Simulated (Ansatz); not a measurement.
Consider the redistribution: `[CH3][Mo](=[O])(=[S])[Cl]` + `CB(F)CCl` → `[O]=[Mo]([F])(=[S])[Cl]` + `CB(C)CCl`.

Program: Ansatz. Geometries: PBE0-D4/def2-TZVP. ΔE: electronic, gas phase. CBS: MP2 limit from def2 TZ/QZ plus the TZ coupled-cluster correction, frozen cores. Functionals use def2-TZVPP. B3LYP here is the variant with VWN-RPA as its local correlation; programs differ in this. def2 core potentials past Kr. For Mo outer-core shells are correlated without core-valence functions, which leaves a few kJ/mol of doubt a bond. Each species was taken in one conformer, which may not be the lowest.

| level | ΔE (kJ/mol) | difference from CCSD(T)/CBS |
| --- | --- | --- |
| r2SCAN-D4 | 15.6 | -18.1 |
| PBE0-D4 | 24.1 | -9.6 |
| B3LYP-D4 | 24.0 | -9.7 |
| ωB97M-V | 27.3 | -6.4 |
| r2SCAN | 15.7 | -18.0 |
| PBE0 | 24.3 | -9.4 |
| B3LYP | 24.5 | -9.2 |
| SCS-MP2/def2-TZVPP | 31.9 | -1.8 |
| CCSD(T)/def2-TZVPP | 35.9 | 2.2 |
| CCSD/CBS(def2) | 39.1 | 5.4 |
| CCSD(T)/CBS | 33.7 | 0 |

Largest T1 diagnostic among the species: 0.025, so the coupled-cluster value is less sure than usual.

From PBE to PBE0 (25 % exact exchange), in def2-TZVPP and without D4, ΔE moves by +10.5 kJ/mol. In def2-TZVPP, CCSD(T) changes the Hartree–Fock value by −12.3 kJ/mol (the triples alone add −5.4 kJ/mol) and MP2 by −17.2 kJ/mol.
